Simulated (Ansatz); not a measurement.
Ansatz (a first-principles code) input (CCSD(T)/STO-3G):

Ansatz 0.2 input:
```yaml
crystal:
  periodic: [false, false, false]
  atoms:
    - {symbol: C, position_ang: [-1.86965061, 0.20288230, 0.10853541]}
    - {symbol: C, position_ang: [-0.43259113, -0.09073454, -0.07292925]}
    - {symbol: O, position_ang: [0.00113509, -1.08714066, -0.77414862]}
    - {symbol: O, position_ang: [0.42290164, 0.65747984, 0.47633148]}
    - {symbol: C, position_ang: [1.87560444, 0.41309837, 0.33022884]}
    - {symbol: H, position_ang: [-2.33266369, 0.36803722, -0.86836569]}
    - {symbol: H, position_ang: [-2.00015828, 1.08216939, 0.73218121]}
    - {symbol: H, position_ang: [-2.36035060, -0.65762285, 0.57193310]}
    - {symbol: H, position_ang: [2.13130095, 0.47587414, -0.72366926]}
    - {symbol: H, position_ang: [2.33196564, 1.20875074, 0.90559841]}
    - {symbol: H, position_ang: [2.10315734, -0.56670400, 0.74038699]}
    - {symbol: H, position_ang: [-0.70572139, -1.62469487, -1.17053760]}
basis:
  gaussian:
    orbitals: STO-3G
total_charge: 1
magnetization: {spin_polarized: false}
correlation: {method: ccsd_t, electrons: outside_noble_gas}
```

Output:

```
Functional definition: HF
integrals: 0.01 GiB planned
458 factors; integrals over basis functions are off by at most 5.2e-5 eV
mean field: 0.09 GiB planned
mean field evaluation 1: about -7175.3010 eV, gradient 3.0e1 eV
mean field evaluation 2: about -7175.5592 eV, gradient 3.0e1 eV
mean field evaluation 4: about -7178.2458 eV, gradient 1.7e0 eV
mean field evaluation 8: about -7178.2569 eV, gradient 6.6e-2 eV
mean field evaluation 16: about -7177.9855 eV, gradient 4.6e-1 eV
mean field -7178.25693913 eV, -263.7960769158 hartree, gradient 1.9e-6 eV, S^2 0.000000; 0 other end points of the search recorded, 0 dependent functions left out
5 core orbitals not correlated
reference -7178.25693913 eV, -263.7960769158 hartree; 15, 15 occupied and 12, 12 virtual orbitals, 458 factors
second order -6.88318391 eV of doubles, -0.00000000 eV of singles
coupled cluster: 0.06 GiB planned
cycle   1  -7.76847770 eV  change   -8.9e-1 eV  update   1.1e-1
cycle   2  -8.29345427 eV  change   -5.2e-1 eV  update   3.5e-2
cycle   3  -8.43860403 eV  change   -1.5e-1 eV  update   1.7e-2
cycle   4  -8.44192041 eV  change   -3.3e-3 eV  update   3.5e-3
cycle   5  -8.43957906 eV  change    2.3e-3 eV  update   9.5e-4
cycle   6  -8.43892094 eV  change    6.6e-4 eV  update   3.0e-4
cycle   7  -8.43881066 eV  change    1.1e-4 eV  update   8.1e-5
cycle   8  -8.43879371 eV  change    1.7e-5 eV  update   3.1e-5
perturbative correction -0.24907838 eV, -0.0091534617 hartree
Total energy: -7186.94481122 eV, -264.1153503261 hartree
```

It need not be the lowest isomer of its formula.
